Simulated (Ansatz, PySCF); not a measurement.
Molecule: sum formula SiNH$_{2}$F$_{3}$, net charge 0, singlet state. 
Structure (B3LYP-D3(BJ)/def2-TZVP (Ansatz, a quantum-chemistry and plane-wave program) minimum search):
SMILES: N[Si](F)(F)F
```xyz
7

Si    -0.0079    -0.0020    -0.0019
F     -0.4568    -1.0187    -1.1308
F     -0.6660    -0.5298     1.3340
F     -0.6334     1.3917    -0.4052
N      1.6453     0.1665     0.2111
H      2.1931    -0.4923     0.7382
H      2.2061     0.7658    -0.3707
```
Charge 0, spin multiplicity 1.

Total electronic energies in hartree. Correlated levels leave the core frozen unless marked. Spin-orbit coupling is left out. Non-relativistic. CBS marks a two-point X^-3 extrapolation of the correlation energy; Hartree-Fock from the larger set.

```json
[
 {"level": "TPSSh/def2-TZVPD", "program": "PySCF", "energy (Eh)": "-645.39938"},
 {"level": "r2SCANh-D4/def2-TZVPD", "program": "Ansatz + dftd4", "energy (Eh)": "-645.21148"},
 {"level": "CAM-B3LYP-D4/def2-TZVPD", "program": "Ansatz + dftd4", "energy (Eh)": "-645.33511"},
 {"level": "CAM-B3LYP/def2-TZVPD", "program": "Ansatz", "energy (Eh)": "-645.33121"},
 {"level": "MP2/aug-cc-pV(T+d)Z", "program": "Ansatz", "energy (Eh)": "-644.39994"},
 {"level": "SCS-MP2/cc-pV(D+d)Z", "program": "Ansatz", "energy (Eh)": "-643.90846"},
 {"level": "SCS-MP2/cc-pV(Q+d)Z", "program": "Ansatz", "energy (Eh)": "-644.47837"},
 {"level": "CCSD(T)/cc-pwCVTZ", "program": "Ansatz", "energy (Eh)": "-644.43417"},
 {"level": "CCSD(T)/CBS(cc-pV(T+d)Z,cc-pV(Q+d)Z)", "program": "Ansatz", "energy (Eh)": "-644.6070"}
]
```

Totals of different functionals don't rank their quality; only differences between species are comparable.
